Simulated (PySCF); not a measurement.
Isomers of C5H5N3.

All values: CAM-B3LYP/def2-SVPD (PySCF) at GFN2-xTB geometries, gas phase, one conformer each. Core orbitals are frozen in the response; Δα² is half the sum of the squared differences of the principal polarisabilities.

Problem. Rank by HOMO–LUMO gap, lowest first.
A. `[CH:1]#[C:2][CH2:3][n:4]1[n:5][cH:6][cH:7][n:8]1` with C2–C3–N4–N5 -89°
B. `C#Cc1cnnn1C`
C. `C#CC1=C(C)NN=N1`
D. `Cc1c[nH]nc1C#N`
E. `C#Cc1nncn1C`

Solution. B (8.48 eV), E (8.62 eV), C (8.83 eV), D (9.16 eV), A (9.93 eV).

Problem. Rank by polarisability anisotropy Δα, lowest first.
A. `C(#C)c1nn[nH]c1C`
B. `C#CC1=NN=CN1C`
C. `[CH:1]#[C:2][CH2:3][n:4]1[n:5][cH:6][cH:7][n:8]1` with C2–C3–N4–N5 -89°
D. `Cc1c[nH]nc1C#N`

Solution. C (4.36 Å³), D (6.73 Å³), A (7.67 Å³), B (7.95 Å³).

Problem. Rank by dipole moment, lowest first.
A. `[CH:1]#[C:2][CH2:3][n:4]1[n:5][cH:6][cH:7][n:8]1` with C2–C3–N4–N5 -89°
B. `C#Cc1cnnn1C`
C. `Cc1c[nH]nc1C#N`
D. `C#Cc1nncn1C`
E. `C#Cc1nn[nH]c1C`

Solution. A (0.17 D), B (4.45 D), E (5.16 D), D (6.12 D), C (6.43 D).

All values together:

```
        SMILES  μ (D)  HOMO (eV)  LUMO (eV)  α (Å³)  Δα (Å³)
   C#Cc1cnnn1C   4.45      -8.53      -0.06   11.55     7.81
Cc1c[nH]nc1C#N   6.43      -8.98       0.18   10.95     6.73
C#Cc1nn[nH]c1C   5.16      -8.21       0.62   11.47     7.67
   C#CCn1nccn1   0.17      -9.16       0.77   10.86     4.36
   C#Cc1nncn1C   6.12      -8.52       0.11   11.40     7.95
```

Conformers: `[CH:1]#[C:2][CH2:3][n:4]1[n:5][cH:6][cH:7][n:8]1` with C2–C3–N4–N5 -89°.
